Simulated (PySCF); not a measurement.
C4H8Si.
Atom-mapped SMILES: `[SiH3:1][C@@H:2]1[CH:3]=[CH:4][CH2:5]1`

Geometry (GFN2-xTB, Å), atoms numbered from 1 in this order:
```
atom  x, y, z in Å
Si1    1.785   -0.001    0.415
C2     0.131    0.476   -0.387
C3    -0.977    0.837    0.561
C4    -1.748   -0.188    0.213
C5    -0.784   -0.706   -0.814
H6     2.399    1.201    0.982
H7     1.545   -0.987    1.469
H8     2.659   -0.574   -0.612
H9     0.282    1.212   -1.181
H10   -1.070    1.642    1.268
H11   -2.710   -0.551    0.530
H12   -0.383   -1.701   -0.620
H13   -1.135   -0.661   -1.845
```

Definitions: NICS(0) = −σiso at the ring centroid; NICS(1) = −σiso and NICS(1)zz = −σzz at ±1 Å along the ring normal z. Level: GIAO PBE0/pcSseg-1 (PySCF, non-relativistic, gas phase) on the GFN2-xTB geometry, one conformer.

Ring bond lengths (Å), with Mayer bond orders in brackets: C2–C3 1.502 (1.02), C3–C4 1.329 (1.79), C4–C5 1.501 (1.05), C5–C2 1.555 (1.02).

Problem. Give the NICS values of each ring in ppm.

Solution. 
```tsv
ring	type	NICS(0)	NICS(1), two faces	NICS(1)zz, two faces	rms pucker (Å)	centre to ring atoms, mean (Å)
C2–C3–C4–C5	4-membered carbocycle; formal bonds 1 double, 3 single	0.9	-1.5 / -2.5	-0.3 / -0.4	0.01	1.04
```

Problem. What do they say, and how far can they be read as aromaticity?

Solution. 
- C2–C3–C4–C5: mean NICS(1)zz -0.3 ppm, near zero. C2, C5 have four or more neighbours, so the value isn't read as a sign of a π ring current.

Problem. What are the shieldings of the ring atoms and their hydrogens in the same run (means over atoms taken as equivalent)?

Solution. 
| atoms | environment | σ isotropic (ppm) | principal values of the symmetric part, first atom (ppm) |
| --- | --- | --- | --- |
| C2 | sp3 carbon bound to silicon | 157.2 | 147.7, 159.3, 164.7 |
| C3 | alkene CH carbon | 38.0 | -68.8, 36.8, 146.2 |
| C4 | alkene CH carbon | 44.1 | -62.9, 45.7, 149.7 |
| C5 | allylic carbon | 150.6 | 137.8, 152.2, 161.8 |
| H9 | methine hydrogen | 29.08 | 25.5, 27.8, 34.0 |
| H10 | vinylic hydrogen | 25.33 | 24.2, 25.6, 26.2 |
| H11 | vinylic hydrogen | 25.46 | 24.1, 24.9, 27.4 |
| H12 | methylene hydrogen | 29.29 | 25.7, 28.8, 33.3 |
| H13 | methylene hydrogen | 28.75 | 25.7, 26.6, 33.9 |

On Intel Xeon at 2.50 GHz, one thread, shared host with 64 logical CPUs at a one-minute load of 63, this took 30 s wall and 0.62 GiB of memory at its peak. This is the whole shielding run at PBE0/pcSseg-1, SCF included.
